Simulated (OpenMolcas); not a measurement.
**Al II: effect of the basis set**

| Item | Value |
| --- | --- |
| Program | OpenMolcas |
| Method | MS-CASPT2, IPEA 0.25 Eh, imaginary shift 0.1 Eh (closed shells correlated: 2s 2p) |
| Active space | 2 electrons in 8 orbitals (3s 3p 4s 4p) |
| State averaging | 2S+1 = 3 even, 3 roots; 2S+1 = 1 even, 7 roots; 2S+1 = 3 odd, 3 roots; 2S+1 = 1 odd, 3 roots |
| Spin-orbit coupling | state interaction with AMFI integrals over the reference wave functions, term energies averaged over their components |

A. ANO-RCC-VTZP [5s4p2d1f], DKH2, point nucleus; CASPT2 step roughly 2.8 core-seconds
B. ANO-R2 [5s5p3d1f], X2C, finite nucleus; CASPT2 step of the order of 4 core-seconds
C. ANO-RCC-VQZP [6s5p3d2f1g], DKH2, point nucleus; CASPT2 step about 4 core-seconds
D. ANO-RCC [9s9p5d3f2g], DKH2, point nucleus; CASPT2 step of the order of 12 core-seconds

Energies in cm⁻¹ above 3s² ¹S₀, the measured ground level; measured values from NIST Handbook of Basic Atomic Spectroscopic Data.

```tsv
Level	A	B	C	D	Measured
3s² ¹S₀	0.0	0.0	0.0	0.0	0.0
3s 3p ³P°₀	37030	37080	37140	37250	37393
3s 3p ³P°₁	37080	37130	37190	37300	37454
3s 3p ³P°₂	37180	37240	37290	37400	37578
3s 3p ¹P°₁	61310	61230	60960	60820	59852
```

Deviations, from unrounded energies. A percentage is the sum of absolute deviations over the sum of measured energies, with the sign that they share, or ± where signs differ.

```json
{"Against measurement": "mean absolute deviation (cm-1)", "Levels": "4", "A": "650", "B": "590", "C": "480", "D": "360"}
{"Against measurement": "other configurations (%)", "Levels": "4", "A": "±1.5", "B": "±1.4", "C": "±1.1", "D": "±0.8"}
```

D lies closest to measurement on these levels and A furthest from it. The largest miss of D in the table is 3s 3p ¹P°₁, by +970 cm-1. The ranking rests on the paired levels alone, and a cruder setting can come out closer through cancelling errors.

Among A to D the level of the table that moves most is 3s 3p ¹P°₁, by 490 cm-1 (lowest in D, highest in A). Moves below CASPT2's spread within the term are not significant.

Over all roots computed the reference weight is 0.89 to 0.99 in A, 0.90 to 0.99 in B, 0.89 to 0.99 in C, 0.89 to 0.98 in D; the roots of lowest weight are the least certain, and an intruder state may touch them. The run also gave levels led by 3s 4s, which use shells meant for correlation; these and all levels above them are left out. Measured partners are found by configuration, term and J. A level has none where our copy of the source lacks it or the pairing is in doubt (some pairs that miss far off the trend of their configuration count as doubtful), and it then counts in no deviation. Only configurations of the active space appear. The table leaves out levels that lie high or whose names do not pair safely across all columns.

° marks odd parity.
